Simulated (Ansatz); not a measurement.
Total energies of Ca₄O₆H₄, a hydroxylated oxide cluster from Ansatz at PBE0-D4/def2-SVP, gas phase (1 Eh = 27.2114 eV = 2625.5 kJ/mol). The reference geometry is relaxed at B3LYP-D4/def2-SVP.

Cartesian coordinates in Å:
```
Ca 1.5045 0.5698 1.0929
Ca 0.7727 -2.4816 0.8980
Ca -0.5685 -0.5096 -1.3731
Ca -1.7689 0.9547 1.2423
O -2.3946 0.8244 -0.8762
O -0.0835 2.0729 2.0398
O 1.1521 0.8652 -1.1667
O -0.5009 -0.6497 0.8222
O 0.1381 -2.6361 -1.3115
O 2.3145 -1.3078 1.4783
H -2.9362 1.3589 -1.4673
H 0.1125 2.9444 2.3999
H 1.7854 1.2323 -1.7926
H 0.4726 -3.2379 -1.9857
```

```json
{"state": "charge 0 singlet", "geometry": "reference", "energy (Eh)": "-3162.84068"}
{"state": "charge 1 doublet", "geometry": "reference", "energy (Eh)": "-3162.61997"}
{"state": "charge -1 doublet", "geometry": "reference", "energy (Eh)": "-3162.84622"}
{"state": "free Ca atom (singlet)", "geometry": "–", "energy (Eh)": "-677.29028"}
{"state": "free O atom (triplet)", "geometry": "–", "energy (Eh)": "-74.92490"}
{"state": "free H atom (doublet)", "geometry": "–", "energy (Eh)": "-0.50029"}
```

Task: Work out the vertical ionisation energy to the doublet.

Result: E(charge 1 doublet) − E(charge 0 singlet) = -3162.61997 − (-3162.84068) = 0.22071 Eh = 6.01 eV. For comparison, −ε of the highest occupied level is 4.23 eV at this level, 1.78 eV less.

Task: Work out the vertical electron affinity, to the doublet.

Result: E(charge 0 singlet) − E(charge -1 doublet) = -3162.84068 − (-3162.84622) = 0.00554 Eh = 0.15 eV. The basis lacks diffuse functions, which makes affinities too small.

Task: Give the fundamental gap IE − EA, the Mulliken electronegativity (IE + EA)/2 and the hardness (IE − EA)/2.

Result: From the values in Eh: IE − EA = 0.22071 − 0.00554 = 0.21517 Eh = 5.86 eV; (IE + EA)/2 = 3.08 eV; (IE − EA)/2 = 2.93 eV. The HOMO–LUMO gap of the same run is 3.28 eV, 2.58 eV smaller than the fundamental gap.

Task: What is the binding energy per atom against free atoms?

Result: Atoms: 4 × (-677.29028) + 6 × (-74.92490) + 4 × (-0.50029) = -3160.71168 Eh. Binding: -3160.71168 − (-3162.84068) = 2.12900 Eh = 57.93 eV, or 4.14 eV for each of 14 atoms (no zero-point energy, no counterpoise term).

At PBE0-D4/def2-SVP the highest occupied level of the charge -1 doublet lies above zero (up to 0.86 eV). By energy differences its removal costs 0.15 eV (vertical, to the charge 0 singlet, at PBE0-D4/def2-SVP); self-interaction error and the lack of diffuse functions both raise the level.
